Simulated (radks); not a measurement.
Values are calculated unless marked as measured or tabulated.
Charge is removed step by step from the 3p3/2 level of the titanium ion Ti5+, starting from [Ne] 3s2 3p(1/2: 2, 3/2: 3). Code: a radial shooting solver on a logarithmic mesh with Libxc functionals. Model: Dirac Kohn-Sham, PBEsol, spin-unpolarised, spherical densities, point nucleus.

| removed (e) | E - E(0) (eV) | eigenvalue (eV) | E minus straight line (eV) |
|---|---|---|---|
| 0 | 0.000 | -109.90 | 0.000 |
| 0.25 | 28.145 | -115.27 | -2.041 |
| 0.5 | 57.642 | -120.71 | -2.731 |
| 0.75 | 88.504 | -126.20 | -2.056 |
| 1 | 120.75 | -131.75 | 0.000 |

Removing the whole electron costs 120.75 eV by Delta-SCF, against 109.90 eV from minus the eigenvalue at the starting occupation. Slater's transition state (half an electron removed) gives 120.71 eV. Integrating minus the eigenvalue over the occupation (Janak's theorem) gives 120.75 eV. The mean slope of the eigenvalue, de/dn, is 21.8 eV per electron. Ionisation energy of Ti5+ in the NIST Atomic Spectra Database: 119.53 eV (semi-empirical).

Beside tabulated values, note that spin-unpolarised runs miss the spin-polarisation part of the exchange energy of open shells.
